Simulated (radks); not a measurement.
The numbers below are computed, except where a source is named.
Dipole-allowed excitations along the series with 54 electrons in [Xe]. Code: a radial shooting solver on a logarithmic mesh with Libxc functionals. Model: scalar-relativistic Kohn-Sham, LB94 model potential, spin-polarised, spherical densities, finite nucleus; Fermi nuclear charge, rms radius of each element as measured or else 0.836 A^(1/3) + 0.57 fm. Time-dependent linear response with the Hartree and adiabatic LDA kernel, continuum included through the Sternheimer equations, no spin-orbit coupling, so fine structure and intercombination lines are absent. Lines are the poles of the dipole polarisability below minus the highest occupied eigenvalue, found on a grid refined at the orbital gaps; the lowest seven at most are given, and weak or close lines can be missed. The first line takes the name of the lowest orbital gap if no other gap lies below it; otherwise a line is named after a gap within 0.6 % of it, if that gap stands alone.

species  -e(HOMO) (eV)  lowest orbital gap (eV)      first line (eV)      f  strongest line (eV)  its f  static alpha (bohr^3)
Xe              12.889              5p-6s 8.747        8.805 (5p-6s)  0.451  11.212 (unassigned)  0.936                  27.03
Cs+             24.044             5p-6s 13.612  16.856 (unassigned)   3.35            the first   3.35                  15.98
Ba2+            36.891             5p-5d 18.074       18.962 (5p-6s)  0.426  21.721 (unassigned)   4.92                  10.74
